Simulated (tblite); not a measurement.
Compound: C5H9BF2S.
SMILES with atom numbers: `[CH3:1][S:2][CH2:3][C@@H:4]1[CH2:5][C@H:6]1[B:7]([F:8])[F:9]` (hydrogens: H10, H11, H12 on C1; H13, H14 on C3; H15 on C4; H16, H17 on C5; H18 on C6)

Computed with GFN2-xTB (tblite), gas phase: L-BFGS steps from a force-field or distance-geometry start until the largest atomic force falls under 0.01 eV/Å.

Geometry at step 21:
```
atom  x, y, z in Å
C1      2.9524    0.4898    0.4418
S2      1.9638    1.0045   -0.9936
C3      0.7583   -0.3779   -1.0146
C4     -0.2994   -0.3033    0.0565
C5     -1.4186   -1.2837   -0.0097
C6     -1.7009    0.1664   -0.3221
B7     -2.5184    1.0552    0.6500
F8     -2.7593    2.3299    0.4104
F9     -3.0518    0.6150    1.7769
H10     3.4618    1.3661    0.8262
H11     2.2727    0.1044    1.1929
H12     3.6795   -0.2652    0.1530
H13     1.3401   -1.3000   -0.9303
H14     0.3040   -0.3433   -2.0041
H15     0.0651   -0.0223    1.0399
H16    -1.4446   -1.9852   -0.8284
H17    -1.8139   -1.6752    0.9132
H18    -1.7996    0.4312   -1.3697
```

**Question.** What forces act on the atoms?

**Answer.** 
| atom | Fx (eV/Å) | Fy (eV/Å) | Fz (eV/Å) |
| --- | --- | --- | --- |
| C1 | -0.024 | 0.012 | 0.024 |
| S2 | -0.149 | -0.078 | 0.068 |
| C3 | 0.104 | 0.043 | -0.058 |
| C4 | 0.059 | -0.092 | -0.089 |
| C5 | -0.101 | 0.013 | -0.018 |
| C6 | 0.141 | 0.084 | 0.034 |
| B7 | -0.091 | 0.087 | 0.032 |
| F8 | -0.056 | -0.019 | 0.001 |
| F9 | 0.113 | 0.019 | -0.002 |
| H10 | 0.019 | 0.033 | -0.044 |
| H11 | 0.064 | -0.033 | 0.092 |
| H12 | -0.051 | 0.001 | -0.032 |
| H13 | -0.022 | 0.047 | 0.048 |
| H14 | 0.024 | -0.004 | 0.003 |
| H15 | -0.063 | -0.031 | -0.087 |
| H16 | 0.048 | -0.012 | -0.034 |
| H17 | -0.029 | -0.021 | 0.054 |
| H18 | 0.014 | -0.050 | 0.008 |

The largest, 0.18 eV/Å, acts on S2; the rms over all components is 0.060 eV/Å. The forces sum to zero within rounding, as they must for an isolated molecule in no field.

**Question.** Give the force on S2 in Eh/bohr and in nN.

**Answer.** 0.181 eV/Å ÷ 51.422 = 0.00353 Eh/bohr, and 0.181 eV/Å × 1.602 = 0.29 nN.

**Question.** How far is this geometry from the end of the optimisation?

**Answer.** 0.131 eV above it, and 0.611 Å rms away after alignment. The bonds farthest from their final lengths, with half the difference of the two atoms' forces along the bond (positive lengthens):

```csv
bond,now (Å),final (Å),force along bond (eV/Å)
C5–C6,1.510,1.520,+0.01
C3–C4,1.507,1.501,0.00
C4–C5,1.489,1.485,+0.02
C6–B7,1.550,1.546,+0.06
S2–C3,1.834,1.830,-0.13
C1–S2,1.817,1.814,0.00
```

The angle farthest from its final value is C3–C4–C5, 117.6° against 120.9°.

The cost below is that of the whole relaxation. Hardware: one thread, Arm Neoverse N1 (aarch64), no GPU, shared host with 64 logical CPUs at a one-minute load of 61. Cost: 1.8 s.
